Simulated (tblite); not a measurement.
Species: C₅H₄ClF₂O (doublet state).
SMILES with atom numbers: `[O:1]=[C:2]=[C:3]([CH:4][Cl:5])[CH2:6][CH:7]([F:8])[F:9]` (hydrogens: H10 on C4; H11, H12 on C6; H13 on C7)
Bond orders are those of one Lewis drawing.

Computed with GFN2-xTB (tblite), gas phase: L-BFGS steps from a force-field or distance-geometry start until the largest atomic force falls under 0.01 eV/Å.

Step 12: E = -836.5002 eV
```
atom  x, y, z in Å  |  force x, y, z in eV/Å
O1      0.7143    2.9473    0.6271   -0.061   0.052  -0.012
C2      0.7001    1.8070    0.3969    0.023   0.031   0.011
C3      0.7425    0.5136    0.0845    0.000  -0.016   0.014
C4      1.7506   -0.3144    0.5965    0.006   0.001   0.031
Cl5     1.7630   -1.9899    0.2968    0.004  -0.027  -0.009
C6     -0.3467   -0.0251   -0.8139    0.042   0.052  -0.069
C7     -1.4870   -0.6553   -0.0206    0.075   0.024  -0.034
F8     -2.3989   -1.1743   -0.8783   -0.003  -0.004   0.091
F9     -2.1362    0.2843    0.7090    0.008  -0.075  -0.001
H10     2.5334    0.0752    1.2184    0.045  -0.077   0.033
H11    -0.7556    0.7795   -1.4248   -0.083   0.015  -0.039
H12     0.0688   -0.7916   -1.4681    0.025  -0.031  -0.007
H13    -1.1527   -1.4559    0.6587   -0.082   0.055  -0.010
```

Step 13: E = -836.5021 eV
```
atom  x, y, z in Å  |  force x, y, z in eV/Å
O1      0.7024    2.9514    0.6199   -0.068   0.064  -0.007
C2      0.6946    1.8097    0.3971    0.058   0.010   0.025
C3      0.7431    0.5153    0.0901   -0.017  -0.010  -0.050
C4      1.7483   -0.3178    0.5968    0.000   0.028   0.042
Cl5     1.7534   -1.9900    0.2890    0.010  -0.076  -0.015
C6     -0.3419   -0.0226   -0.8137   -0.020   0.018  -0.073
C7     -1.4821   -0.6533   -0.0199    0.049   0.016  -0.021
F8     -2.3957   -1.1739   -0.8748    0.006  -0.003   0.078
F9     -2.1329    0.2836    0.7118    0.015  -0.055  -0.006
H10     2.5328    0.0637    1.2193    0.077  -0.051   0.063
H11    -0.7506    0.7803   -1.4277   -0.075   0.009  -0.025
H12     0.0716   -0.7929   -1.4659    0.036  -0.001   0.006
H13    -1.1474   -1.4530    0.6603   -0.071   0.050  -0.017
```

Q: Estimate the geometry and energy of step 14. (The exact step hangs on the optimiser's Hessian estimate; all steps are aligned on step 13, rigid shifts and turns removed.)

A: E = -836.5039 eV, largest force 0.113 eV/Å
```
atom  x, y, z in Å  |  force x, y, z in eV/Å
O1      0.6899    2.9560    0.6129   -0.068   0.044  -0.005
C2      0.6906    1.8126    0.3977    0.074   0.000   0.028
C3      0.7437    0.5171    0.0948   -0.010   0.005  -0.092
C4      1.7463   -0.3207    0.5978   -0.006   0.033   0.046
Cl5     1.7446   -1.9913    0.2815    0.014  -0.086  -0.016
C6     -0.3375   -0.0197   -0.8149   -0.065  -0.010  -0.054
C7     -1.4766   -0.6510   -0.0198    0.004   0.003  -0.002
F8     -2.3927   -1.1737   -0.8699    0.004  -0.009   0.039
F9     -2.1296    0.2818    0.7143    0.020  -0.008  -0.003
H10     2.5336    0.0516    1.2213    0.080  -0.031   0.073
H11    -0.7477    0.7814   -1.4310   -0.057   0.001  -0.013
H12     0.0750   -0.7943   -1.4638    0.043   0.032   0.011
H13    -1.1439   -1.4494    0.6615   -0.033   0.026  -0.012
```

The energy changes by -0.0018 eV. The first-order estimate −F·Δx gives -0.0024 eV and the mean of the old and new forces, exact on a quadratic surface, -0.0017 eV. The step makes an angle of 71° with the force vector and moves no atom by more than 0.015 Å.

The cost below is that of the whole relaxation. Time: 0.27 s wall. Hardware: one thread of an Arm Neoverse V1, shared host with 32 logical CPUs at a one-minute load of 12.
